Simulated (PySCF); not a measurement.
**How methods differ on the ionisation energy of Cd³²⁺**

Cd³²⁺ [Ne] 3s2 3p4 (3P) → Cd³³⁺ [Ne] 3s2 3p3 (4S), as a difference of total energies. Calculation: PySCF 2.14, in an even-tempered Gaussian basis (16 s from 4.4 bohr⁻², ratio 2.5; 11 p from 5.7 bohr⁻², ratio 2.5; 5 d from 27 bohr⁻², ratio 2.7; 4 f from 41 bohr⁻², ratio 2.7); no relativity, point nucleus. Correlated levels: outer shells: 1s2 frozen; virtual orbitals above 40 to 60 times the deepest correlated orbital energy dropped. The calculations carry no spin-orbit coupling.

```
                method  ionisation energy (eV)
                   UHF                  1980.1
                   LDA                  1982.9
                   PBE                  1983.3
                  PBE0                  1983.0
                r2SCAN                  1982.6
                   M06                  1982.7
                  PW91                  1983.9
    MP2 (outer shells)                  1981.1
SCS-MP2 (outer shells)                  1981.0
```

Spin-orbit coupling is strong in these open shells (close to jj coupling). The scalar numbers leave it out and a first-order estimate fails, so it can dominate the gap to the real levels.

The gap to the reference is mostly relativistic.

For comparison: 1998 ± 3 eV (semi-empirical (NIST evaluation); NIST Atomic Spectra Database, ionization energies).
